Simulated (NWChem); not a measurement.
# SnCl2 (SMILES [Cl][Sn][Cl]): name the method

The species is SnCl2 (3 atoms), meant as a singlet with charge 0. SMILES: `[Cl][Sn][Cl]`. The shape is that of a PBE0-D4/def2-TZVP optimisation.

```tsv
atom	x (Å)	y (Å)	z (Å)
Cl	1.1542	1.2207	0.7560
Sn	-0.7969	0.5189	-0.3766
Cl	-0.3682	-1.8045	-0.3926
```

A calculation with NWChem 7.3.0 gave:

```yaml
total_energy: -6913.9603 Eh
dipole_moment: 3.54 D
HOMO_energy: -6.92 eV
LUMO_energy: -3.98 eV
HOMO–LUMO_gap: 2.94 eV
largest_force: 1.960 eV/Å
```

Which of these levels gave the numbers?
A. HF/3-21G
B. PBE/3-21G
C. HF/STO-3G
D. PBE0/def2-SVP (core potential)

B. The others give -1134.2211 Eh (PBE0/def2-SVP (core potential)), -6910.9984 Eh (HF/3-21G), -6872.5880 Eh (HF/STO-3G).
